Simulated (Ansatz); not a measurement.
Species: InH, charge 0, triplet. This triplet is an excited state, 2.0 eV above the singlet at CCSD(T)/def2-QZVPP (Ansatz, a quantum-chemistry and plane-wave program). InH (SMILES [InH], triplet).
B3LYP-D3(BJ)/def2-TZVP minimum from Ansatz:
```xyz
2

In     0.0000     0.0000    -0.0361
H      0.0000     0.0000     1.7665
```
Charge 0, spin multiplicity 3.

Total energies in def2-QZVPP, 4 correlated electrons, 9 frozen orbitals. UHF or UKS for unpaired electrons; spin-orbit terms are left out. Correlated methods leave the cores frozen (noble-gas shells, and filled d and f shells in the p block). Past Kr the def2 sets carry scalar-relativistic core potentials. Spin-orbit terms, left out, reach several kcal/mol for Br and I, and more for heavier atoms. The spin of HIn ([InH], triplet) was assumed, and the state is the lowest solution found for it.

```
method    program  energy (Eh)  minus CCSDT(Q) (mEh)
--------  -------  -----------  --------------------
HF         Ansatz   -189.72736                 54.98
MP2        Ansatz   -189.76788                 14.47
CCSD       Ansatz   -189.78056                  1.79
CCSD(T)    Ansatz   -189.78189                  0.45
CCSDT(Q)   Ansatz   -189.78234                  0.00
```

Rough core times of Ansatz's runs on a shared machine: CCSD(T) under 20 s, CCSDT(Q) 2 min.
